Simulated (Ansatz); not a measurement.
System: CdS, net charge 0, singlet state. SMILES: [Cd]=[S]
Geometry: optimised at B3LYP-D3(BJ)/def2-TZVP (Ansatz, a quantum-chemistry and plane-wave program).

Wanted: atomisation energy (electronic, to ground-state atoms), in eV. Cores are frozen in the correlated levels unless marked. UHF or UKS for open shells. No spin-orbit coupling. Frozen are the shells of the preceding noble gas and the d and f shells that filled before the atom's block. In def2 rows, elements after Kr have scalar-relativistic effective core potentials. STO-3G rows are all-electron and non-relativistic. The coupled-cluster limit lacks core correlation, which all-electron functionals hold. CBS(X,Y): correlation extrapolated as X^-3; Hartree-Fock from the larger set.

```
level                                  program  atomisation energy (eV)
------------------------------  --------------  -----------------------
HF/STO-3G                               Ansatz                     0.39
PBE0/def2-TZVP                          Ansatz                     0.97
BHLYP-D3(BJ)/def2-TZVPD         Ansatz + dftd3                     0.62
MP2/STO-3G                              Ansatz                     1.25
MP2/def2-SVP                            Ansatz                     0.66
MP2/CBS(def2-TZVPP,def2-QZVPP)          Ansatz                     1.24
```

Q: Predict the CCSD(T)/CBS(def2-TZVPPD,def2-QZVPPD) result (Ansatz).

A: 1.07 eV
